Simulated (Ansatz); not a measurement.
GeO4. The state is a triplet with charge 0. Geometry r2SCAN-D4/def2-SVP; atoms count from 1.

```xyz
5

Ge   -0.033    0.188    1.117
O     0.910    0.701   -0.642
O    -1.176    0.031   -0.591
O    -0.179    0.451   -1.390
O     0.478   -1.371    1.506
```

The structure holds 2 bonds between oxygen atoms, so isomers without such links may lie far lower. At PBE0-D4/def2-TZVP a singlet of charge 0 lies 1.05 eV below the triplet, each at its own geometry. The structure comes from a short search, and lower isomers may exist.

Estimate the Mulliken populations from the PBE0/def2-TZVP orbitals of Ansatz.


```
atom  charge (e)  spin (α − β)
 Ge1        0.67          0.28
  O2       -0.24          0.33
  O3       -0.24          0.33
  O4        0.20          0.43
  O5       -0.38          0.64
```
Mulliken values depend strongly on the basis.

Where does the spin sit?

Summed by element: Ge 0.28, O 1.72, of 2 unpaired in all. Largest on single atoms: O5 0.64, O4 0.43, O3 0.33.

And the Mayer bond orders between heavy atoms (over 0.3)?

Ge1–O2 0.50 (2.06 Å); Ge1–O3 0.50 (2.06 Å); Ge1–O5 1.70 (1.69 Å); O2–O4 1.11 (1.34 Å); O3–O4 1.12 (1.34 Å).
